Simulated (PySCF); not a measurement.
## Working out the ionisation energy of Cl⁺

Cl⁺ [Ne] 3s2 3p4 (3P) → Cl²⁺ [Ne] 3s2 3p3 (4S). Computed with PySCF 2.14 in def2-TZVP (5s5p2d1f, 37 functions), with no relativity, point nucleus. Frozen: [Ne]. Energies in hartree (1 hartree = 27.21139 eV):

```csv
part,Cl⁺ (lower),Cl²⁺ (upper)
UHF,-459.044148,-458.214273
CCSD correlation,-0.146511,-0.114839
(T),-0.004332,-0.003260
```

Question: What does Hartree-Fock give?

Answer: (-458.214273) − (-459.044148) = 0.829875 hartree = 22.582 eV.

Question: What do CCSD and CCSD(T) give?

Answer: The CCSD correlation energies differ by 0.031672 hartree = 0.862 eV and the triples by 0.001072 hartree = 0.029 eV, so CCSD gives 23.444 eV and CCSD(T) 23.473 eV.

Measured between the centres of the two terms (NIST): 23.771 eV, so CCSD(T) (valence) is off by -0.298 eV.

What remains against the reference includes basis incompleteness, the frozen core and higher excitations.
